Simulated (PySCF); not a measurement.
**Correlation energy of Ti (titanium, neutral)**

[Ar] 3d2 4s2, high-spin 3F determinant. Calculation: PySCF 2.14, in ANO-RCC-VTZP (6s5p3d2f1g, 59 functions); the spin-free X2C one-electron Hamiltonian (Gaussian nucleus). Frozen: [Ar]; 4 electrons correlated.

MP2 pair energies summed by pair of shells (mhartree):

| pair | energy | share (%) |
| --- | --- | --- |
| 4s-4s | -20.31 | 52.1 |
| 3d-4s | -13.71 | 35.2 |
| 3d-3d | -4.93 | 12.7 |

Total MP2 correlation energy: -38.95 mhartree.

Same-spin part -10.48 and opposite-spin part -28.48 mhartree; SCS-MP2 scales them by 1/3 and 6/5 to -37.66 mhartree.
